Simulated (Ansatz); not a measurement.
Spectroscopic constants of HfI, multiplicity 2 (lowest of 2S+1 = 2, 4, 6 at PBE0/def2-TZVPP; our sources give no spin for the ground state, which may be another). No spin–orbit coupling.

Seven points along R, fitted to fifth degree in 1/R; most abundant isotopes. In def2 and cc sets the state is the lowest found near the PBE0 minimum, followed along R.

Programs: Ansatz (a program for electronic structure). Each number belongs to the level named beside it. In def2 rows elements past Kr take small-core potentials, without spin–orbit coupling.

What bond length and harmonic frequency does B3LYP/def2-TZVPP give?

r_e = 2.716 Å, ω_e = 181 cm⁻¹.

What bond length and harmonic frequency does CAM-B3LYP/def2-TZVPP give?

r_e = 2.708 Å, ω_e = 185 cm⁻¹.

What bond length and harmonic frequency does wB97M-V/def2-TZVPP give?

r_e = 2.700 Å, ω_e = 188 cm⁻¹.
